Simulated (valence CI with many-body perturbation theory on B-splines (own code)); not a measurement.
Tb51+: electric-dipole lines

Level of theory: relativistic CI+MBPT: four valence electrons over a frozen Dirac-Fock core [Ne], a basis of 11 s, 11 p, 10 d, 8 f, 5 g, 2 h functions for each j, with the one-electron correlation potential Σ1, the two-electron term Σ2, the three-electron term Σ3, Breit, model QED; selected CI, second order for the rest, scaled by the run's own slope (own B-spline code, finite nucleus).

The last digits are not significant, and no measured levels were compared; by estimate large intervals hold to a few tenths of a per cent, small ones and those within an open d or f shell to about a per cent. Among the levels kept, up to 590 cm⁻¹ of a level comes from second order outside the variational space, and about a tenth of that is noise between levels of different J, which matters for small intervals.

Lines 101 to 150 of 550 in falling wavelength, among levels below 1135.3 eV, chosen from the strongest by gf and those to the six lowest levels. Wavelengths and rates use the calculated energies. Electric multipoles are in the length gauge, E1 and E2 with the static RPA response of the core. Weak lines are less certain than strong ones. Lines between different terms over intervals too small for the method are left out, as are lines whose strength nearly cancels. The highest levels of a list are the least certain.

Levels are named by their leading jj configuration (3d3/2^4 stands for four electrons in 3d with j = 3/2), which in mixed levels can hold well under half, so a name can repeat and another be missing. Letters in brackets count levels of one name in rising energy.

```tsv
λ vac (Å)	Upper	Lower	A (s⁻¹)	S (a.u.) with core polarisation	S without
52.89	(3s 3p1/2 3d5/2^2) J=1 [a]	(3s 3p1/2 3p3/2 3d5/2) J=1 [c]	1.06e+11	2.31e-02	2.35e-02
52.86	(3s^2 3p3/2 3d5/2) J=2	(3s^2 3p3/2^2) J=2	7.63e+10	2.78e-02	2.82e-02
52.68	(3s 3p1/2 3d3/2 3d5/2) J=2 [d]	(3s 3p1/2 3p3/2 3d3/2) J=1 [d]	4.37e+10	1.58e-02	1.60e-02
52.33	(3s 3p1/2 3d5/2^2) J=5	(3s 3p1/2 3p3/2 3d5/2) J=4 [b]	9.47e+10	7.36e-02	7.47e-02
52.29	(3s 3p1/2 3d5/2^2) J=4 [b]	(3s 3p1/2 3p3/2 3d5/2) J=4 [c]	6.03e+10	3.83e-02	3.88e-02
52.17	(3s^2 3d3/2 3d5/2) J=3	(3s^2 3p3/2 3d3/2) J=2	1.08e+11	5.31e-02	5.39e-02
52.12	(3s^2 3p1/2 3d5/2) J=2	(3s^2 3p1/2 3p3/2) J=2	2.12e+10	7.40e-03	7.51e-03
51.96	(3s 3p1/2 3d3/2 3d5/2) J=3 [b]	(3s 3p1/2 3p3/2 3d3/2) J=2 [c]	7.27e+10	3.53e-02	3.58e-02
51.92	(3s 3p1/2 3p3/2 3d5/2) J=2 [a]	(3s 3p1/2 3p3/2^2) J=2 [a]	8.62e+10	2.98e-02	3.02e-02
51.92	(3s^2 3p1/2 3d5/2) J=3	(3s^2 3p1/2 3p3/2) J=2	1.04e+11	5.02e-02	5.09e-02
51.87	(3s 3p1/2 3d5/2^2) J=4 [a]	(3s 3p1/2 3p3/2 3d5/2) J=3 [a]	1.15e+11	7.15e-02	7.25e-02
51.63	(3s 3p1/2 3d5/2^2) J=1 [b]	(3s 3p1/2 3p3/2 3d5/2) J=2 [d]	7.92e+10	1.61e-02	1.64e-02
51.49	(3p1/2^2 3d3/2 3d5/2) J=2	(3p1/2^2 3p3/2 3d3/2) J=1	4.79e+10	1.61e-02	1.64e-02
51.44	(3p1/2^2 3p3/2 3d5/2) J=2	(3s 3p1/2 3p3/2 3d3/2) J=2 [a]	4.42e+10	1.48e-02	1.51e-02
51.39	(3s 3p1/2 3d5/2^2) J=2 [b]	(3s 3p1/2 3p3/2 3d5/2) J=1 [b]	4.40e+10	1.47e-02	1.49e-02
51.27	(3s 3p1/2 3p3/2 3d5/2) J=0	(3s 3p1/2 3p3/2^2) J=1 [b]	2.32e+11	1.54e-02	1.56e-02
51.13	(3s 3p1/2 3d5/2^2) J=3 [b]	(3s 3p1/2 3p3/2 3d5/2) J=3 [c]	3.05e+10	1.41e-02	1.43e-02
51.04	(3s 3p3/2^2 3d5/2) J=1 [b]	(3s 3p3/2^3) J=1	2.28e+11	4.49e-02	4.56e-02
51.04	(3s 3p1/2 3p3/2 3d5/2) J=3 [b]	(3s 3p1/2 3p3/2^2) J=3	7.82e+10	3.59e-02	3.64e-02
51.00	(3s 3p1/2 3d3/2 3d5/2) J=4 [c]	(3s 3p1/2 3p3/2 3d3/2) J=3 [c]	3.57e+10	2.10e-02	2.14e-02
50.94	(3s 3p1/2 3d3/2 3d5/2) J=2 [b]	(3s 3p1/2 3p3/2 3d3/2) J=2 [c]	8.36e+10	2.73e-02	2.77e-02
50.90	(3s 3p1/2 3d3/2 3d5/2) J=3 [c]	(3s 3p1/2 3p3/2 3d3/2) J=2 [d]	1.05e+11	4.78e-02	4.85e-02
50.70	(3p1/2^2 3d3/2 3d5/2) J=3	(3p1/2^2 3p3/2 3d3/2) J=2	7.67e+10	3.45e-02	3.50e-02
50.62	(3s 3p1/2 3p3/2 3d5/2) J=4 [b]	(3s 3p1/2 3p3/2^2) J=3	1.06e+11	6.13e-02	6.22e-02
50.59	(3s 3p1/2 3d3/2 3d5/2) J=3 [a]	(3s 3p1/2 3p3/2 3d3/2) J=2 [b]	1.38e+11	6.15e-02	6.24e-02
50.49	(3p1/2 3p3/2^2 3d5/2) J=1 [b]	(3p1/2 3p3/2^3) J=1	2.27e+11	4.33e-02	4.40e-02
50.48	(3s 3p1/2^2 3d5/2) J=3	(3s 3p1/2^2 3p3/2) J=2	1.06e+11	4.71e-02	4.78e-02
50.47	(3s 3p1/2 3d3/2 3d5/2) J=4 [c]	(3s 3p1/2 3p3/2 3d5/2) J=4 [a]	2.85e+10	1.63e-02	1.65e-02
50.41	(3s^2 3p1/2 3d5/2) J=2	(3s^2 3p1/2 3p3/2) J=1	1.45e+11	4.60e-02	4.67e-02
50.37	(3s^2 3d3/2 3d5/2) J=2	(3s^2 3p3/2 3d3/2) J=1	1.02e+11	3.22e-02	3.26e-02
50.31	(3p1/2^2 3d3/2 3d5/2) J=4	(3p1/2^2 3p3/2 3d3/2) J=3	1.16e+11	6.54e-02	6.63e-02
50.26	(3p1/2 3p3/2^2 3d5/2) J=3 [c]	(3s^2 3d5/2^2) J=2 [b]	1.41e+11	6.20e-02	6.30e-02
50.22	(3s 3p1/2 3p3/2 3d5/2) J=2 [b]	(3s 3p1/2 3p3/2^2) J=3	6.12e+10	1.91e-02	1.94e-02
50.21	(3s 3p1/2 3d3/2 3d5/2) J=4 [a]	(3s 3p1/2 3p3/2 3d3/2) J=3 [a]	1.27e+11	7.16e-02	7.27e-02
50.21	(3p1/2 3p3/2^2 3d5/2) J=2 [b]	(3s^2 3d5/2^2) J=2 [b]	1.07e+11	3.34e-02	3.39e-02
50.21	(3s 3p1/2 3d3/2 3d5/2) J=1 [b]	(3p1/2^2 3p3/2^2) J=0	8.68e+10	1.63e-02	1.65e-02
50.19	(3s^2 3d3/2 3d5/2) J=2	(3s^2 3p3/2 3d3/2) J=2	5.92e+10	1.85e-02	1.87e-02
50.16	(3s 3p1/2 3p3/2 3d5/2) J=2 [d]	(3s 3p1/2 3p3/2^2) J=1 [b]	1.86e+11	5.78e-02	5.87e-02
50.14	(3s 3p1/2 3d5/2^2) J=1 [b]	(3s 3p1/2 3p3/2 3d5/2) J=2 [c]	1.06e+11	1.98e-02	2.01e-02
50.11	(3s^2 3d3/2 3d5/2) J=4	(3s^2 3p3/2 3d3/2) J=3	1.78e+11	9.97e-02	1.01e-01
50.10	(3p1/2 3p3/2^2 3d5/2) J=2 [c]	(3p1/2 3p3/2^3) J=1	2.83e+11	8.79e-02	8.92e-02
50.09	(3s^2 3p3/2 3d5/2) J=1	(3s^2 3p3/2^2) J=0	1.95e+11	3.63e-02	3.68e-02
50.09	(3s 3p1/2 3d5/2^2) J=2 [a]	(3s 3p1/2 3p3/2 3d5/2) J=3 [a]	4.51e+10	1.40e-02	1.42e-02
50.08	(3s^2 3d3/2 3d5/2) J=1	(3s^2 3p3/2 3d3/2) J=0	7.65e+10	1.42e-02	1.44e-02
50.06	(3s 3p1/2 3d5/2^2) J=3 [a]	(3s 3p1/2 3p3/2 3d5/2) J=4 [b]	4.23e+10	1.83e-02	1.86e-02
50.06	(3s^2 3d5/2^2) J=0	(3s^2 3p3/2 3d5/2) J=1	2.53e+11	1.57e-02	1.59e-02
49.99	(3s 3p1/2 3p3/2 3d5/2) J=3 [a]	(3s 3p1/2 3p3/2^2) J=2 [a]	1.21e+11	5.21e-02	5.29e-02
49.97	(3s 3p1/2 3p3/2 3d5/2) J=1 [c]	(3s 3p1/2 3p3/2^2) J=1 [a]	1.80e+11	3.32e-02	3.37e-02
49.97	(3s 3p1/2 3p3/2 3d5/2) J=3 [d]	(3s 3p1/2 3p3/2^2) J=2 [b]	2.36e+11	1.02e-01	1.03e-01
49.86	(3p1/2 3p3/2^2 3d5/2) J=3 [c]	(3s^2 3d5/2^2) J=2 [a]	1.26e+11	5.40e-02	5.48e-02
```
